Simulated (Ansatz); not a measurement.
Reaction (ligand exchange at the Al–O bond): `C[O][Al]([F])[Cl]` + HBr → `[F][Al]([Cl])[Br]` + CH₃OH

Computed with Ansatz on PBE0-D4/def2-TZVP structures; ΔE is electronic, products minus reactants. CCSD(T)/CBS is the MP2 limit (def2-TZVPP, def2-QZVPP) plus CCSD(T) − MP2 in def2-TZVPP, frozen cores. This one scheme is used for every species. Functionals use def2-TZVPP. HSE06 is defined as in plane-wave codes. For Br outer-core shells are correlated without core-valence functions, which leaves a few kJ/mol of doubt a bond. Scalar relativity is left out up to krypton. One conformer a species, not always the lowest.

| level | ΔE (kJ/mol) | difference from CCSD(T)/CBS |
| --- | --- | --- |
| LDA (SPW92) | -18.6 | 5.5 |
| BHLYP-D4 | -20.1 | 4.0 |
| r2SCAN0 | -25.4 | -1.3 |
| HSE06 | -29.1 | -5.0 |
| CAM-B3LYP | -14.3 | 9.8 |
| RPA@PBE/def2-TZVPP | -15.2 | 8.9 |
| HF/def2-SVP | -22.5 | 1.6 |
| MP2/def2-TZVPP | -20.8 | 3.3 |
| SCS-MP2/def2-TZVPP | -18.0 | 6.1 |
| SCS-MP2/def2-QZVPP | -20.7 | 3.4 |
| CCSD(T)/CBS | -24.1 | 0 |

Largest T1 diagnostic among the species: 0.011.

Leaving LDA and LC-ωPBE aside and taking each functional with its dispersion term where it has one, the values, not all of them listed here, spread over 14.9 kJ/mol, from HSE06-D4 to CAM-B3LYP-D4. LDA lies +7.4 kJ/mol from PBE without D4. At CCSD(T), def2-SVP lies +8.2 kJ/mol from the extrapolated value and def2-TZVPP +5.5 kJ/mol.
